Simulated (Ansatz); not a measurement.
Molecule: C5H7Ge, net charge 0, doublet state. It need not be the lowest isomer of its formula. 
Coordinates optimised at B3LYP-D3(BJ)/def2-TZVP (Ansatz, a quantum-chemistry and plane-wave program):
```
C
C 1 1.3509
H 2 1.0825 1 125.57
C 2 1.4756 3 123.41 1 -180.00
C 4 1.3305 2 105.98 3 180.00
H 4 1.0794 5 128.53 2 -180.00
C 5 1.4878 4 113.52 6 -180.00
H 7 1.0943 5 112.37 4 -119.68
H 7 1.0943 8 106.93 5 123.73
Ge 1 1.9365 2 126.55 3 0.00
H 10 1.5380 1 108.58 2 0.00
H 10 1.5414 11 109.53 1 -121.00
H 10 1.5414 11 109.53 12 -117.99
```
Charge 0, spin multiplicity 2.

Property: atomisation energy (electronic, to ground-state atoms), in kcal/mol. Cores are frozen in the correlated levels unless marked. UHF or UKS for open shells. Spin-orbit coupling is left out. The frozen core is the preceding noble-gas configuration, with the filled d and f shells of earlier blocks. No relativistic terms. The coupled-cluster limit lacks core correlation, which all-electron functionals hold. Basis-set limits of correlation are two-point, X^-3; Hartree-Fock from the larger set. The bracket is a focal-point correction in the basis named.

```
level                                                     program  atomisation energy (kcal/mol)  minus last row
-------------------------------------------------  --------------  -----------------------------  --------------
HF/STO-3G                                                  Ansatz                         1177.2           -56.4
HF/6-31G                                                   Ansatz                          870.7          -362.9
HF/6-31G*                                                  Ansatz                          911.2          -322.4
HF/cc-pVTZ                                                 Ansatz                          916.1          -317.5
SVWN5/def2-TZVPD                                           Ansatz                         1429.2           195.6
r2SCAN/def2-TZVPD                                          Ansatz                         1247.7            14.1
B3LYP-D3(BJ)/def2-TZVPD                            Ansatz + dftd3                         1238.5             4.9
PBE0/6-31G*                                                Ansatz                         1246.3            12.7
r2SCANh/def2-TZVPD                                         Ansatz                         1240.5             6.9
HSE06-D3(BJ)/def2-TZVPD                            Ansatz + dftd3                         1255.3            21.7
HSE06/def2-TZVPD                                           Ansatz                         1250.0            16.4
LC-wPBE-D4/def2-TZVPD                              Ansatz + dftd4                         1250.2            16.6
RPA@PBE/cc-pVTZ                                            Ansatz                         1141.3           -92.3
RI-MP2/cc-pVQZ                                             Ansatz                         1227.2            -6.4
SCS-MP2/6-31G                                              Ansatz                         1055.8          -177.8
CCSD/STO-3G                                                Ansatz                         1332.9            99.3
CCSD/cc-pVTZ                                               Ansatz                         1181.1           -52.5
CCSD(T)/cc-pVQZ                                            Ansatz                         1221.3           -12.3
RI-MP2/CBS(cc-pVTZ,cc-pVQZ)+[CCSD(T)-MP2]/cc-pVDZ          Ansatz                         1231.9            -1.7
RI-MP2/CBS(cc-pVTZ,cc-pVQZ)+[CCSD(T)-MP2]/cc-pVQZ          Ansatz                         1233.4            -0.2
CCSD(T)/CBS(cc-pVTZ,cc-pVQZ)                               Ansatz                         1233.6             0.0
```

The UHF reference is spin-contaminated (<S^2> 0.52 over the pure value in the largest basis).
